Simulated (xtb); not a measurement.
H$_{3}$S, charge +1, singlet, from a rough starting geometry; GFN2-xTB (xtb).

The xtb input:
```
$ xtb mol.xyz --gfn 2 --chrg 1 --opt vtight --json

# file mol.xyz
4

S      0.20969898    -0.00850711     0.22127117
H      0.20439304     0.96679919    -0.75055671
H      0.16198369    -0.99977388    -0.75414052
H     -0.62345578    -0.01676500     1.27707746
```

What the program printed (banner, timings and long lists left out):

```
   ID    Z sym.   atoms
    1   16 S      1
    2    1 H      2-4

           -------------------------------------------------
          |                Calculation Setup                |
           -------------------------------------------------

           -------------------------------------------------
          |                 G F N 2 - x T B                 |
           -------------------------------------------------

          ...................................................
          :                      SETUP                      :
          :.................................................:
          :  # basis functions                  13          :
          :  # atomic orbitals                  12          :
          :  # shells                            6          :
          :  # electrons                         8          :
          :  max. iterations                   250          :
          :  Hamiltonian                  GFN2-xTB          :
          :  restarted?                      false          :
          :  GBSA solvation                  false          :
          :  PC potential                    false          :
          :  electronic temp.          300.0000000     K    :
          :  accuracy                    1.0000000          :
          :  -> integral cutoff          0.2500000E+02      :
          :  -> integral neglect         0.1000000E-07      :
          :  -> SCF convergence          0.1000000E-05 Eh   :
          :  -> wf. convergence          0.1000000E-03 e    :
          :  Broyden damping             0.4000000          :
          :  net charge                          1          :
          :  unpaired electrons                  0          :
          ...................................................

 iter      E             dE          RMSdq      gap      omega  full diag
   1     -4.2597608 -0.425976E+01  0.313E+00    6.31       0.0  T
   2     -4.2603300 -0.569197E-03  0.186E+00    6.23       1.0  T
   3     -4.2605182 -0.188156E-03  0.472E-01    6.14       1.0  T
   4     -4.2605290 -0.107892E-04  0.635E-02    6.17       1.0  T
   5     -4.2605304 -0.139905E-05  0.269E-02    6.16       1.9  T
   6     -4.2605304 -0.228993E-07  0.673E-03    6.17       7.4  T
   7     -4.2605304 -0.309519E-08  0.207E-03    6.17      24.2  T
   8     -4.2605304 -0.950744E-09  0.741E-04    6.17      67.5  T
   9     -4.2605304 -0.121130E-09  0.102E-04    6.17     492.2  T

[...]
         :: total energy              -4.239596411950 Eh    ::
 * total energy  :    -4.2395964 Eh     change       -0.1361578E-11 Eh
 * total energy  :    -4.2666106 Eh     change       -0.2701421E-01 Eh
 * total energy  :    -4.2708965 Eh     change       -0.4285876E-02 Eh
 * total energy  :    -4.2731068 Eh     change       -0.2210343E-02 Eh
 * total energy  :    -4.2733763 Eh     change       -0.2694527E-03 Eh
 * total energy  :    -4.2733845 Eh     change       -0.8217549E-05 Eh
 * total energy  :    -4.2733868 Eh     change       -0.2326726E-05 Eh
 * total energy  :    -4.2733871 Eh     change       -0.3008209E-06 Eh
 * total energy  :    -4.2733872 Eh     change       -0.3419028E-07 Eh
   *** GEOMETRY OPTIMIZATION CONVERGED AFTER 9 ITERATIONS ***
         :: total energy              -4.273387172442 Eh    ::
[...]
         9                         -0.2982796              -8.1166
        10                         -0.2070112              -5.6331
        11                          0.2980806               8.1112
        12                          0.2981731               8.1137
      -------------------------------------------------------------
                  HL-Gap            0.2853625 Eh            7.7651 eV
             Fermi-level           -0.6101364 Eh          -16.6027 eV

     #   Z          covCN         q      C6AA      α(0)
     1  16 S        2.764     0.252   131.194    19.278
     2   1 H        0.921     0.249     0.880     1.467
     3   1 H        0.921     0.249     0.880     1.467
     4   1 H        0.921     0.249     0.880     1.467

 Mol. C6AA /au·bohr⁶  :        203.485680
 Mol. C8AA /au·bohr⁸  :       8089.603256
 Mol. α(0) /au        :         23.679625

Wiberg/Mayer (AO) data.
largest (>0.10) Wiberg bond orders for each atom

 ---------------------------------------------------------------------------
     #   Z sym  total        # sym  WBO       # sym  WBO       # sym  WBO
 ---------------------------------------------------------------------------
     1  16 S    2.798 --     4 H    0.933     2 H    0.933     3 H    0.933
     2   1 H    0.938 --     1 S    0.933
     3   1 H    0.938 --     1 S    0.933
     4   1 H    0.938 --     1 S    0.933
 ---------------------------------------------------------------------------

Topologies differ in total number of bonds
Writing topology from bond orders to xtbtopo.mol

molecular dipole:
                 x           y           z       tot (Debye)
 q only:       -0.020      -0.028      -0.002
   full:       -0.130      -0.026      -0.050       0.361
molecular quadrupole (traceless):
                xx          xy          yy          xz          yz          zz
 q only:       -1.050       0.032       0.692      -0.761       0.014       0.358
  q+dip:       -1.329       0.045       0.876      -0.965       0.020       0.453
   full:       -1.466       0.049       0.966      -1.064       0.022       0.500

optimized geometry written to: xtbopt.xyz

           -------------------------------------------------
          | TOTAL ENERGY               -4.273387172442 Eh   |
          | GRADIENT NORM               0.000029524501 Eh/α |
          | HOMO-LUMO GAP               7.765109131409 eV   |
           -------------------------------------------------
```
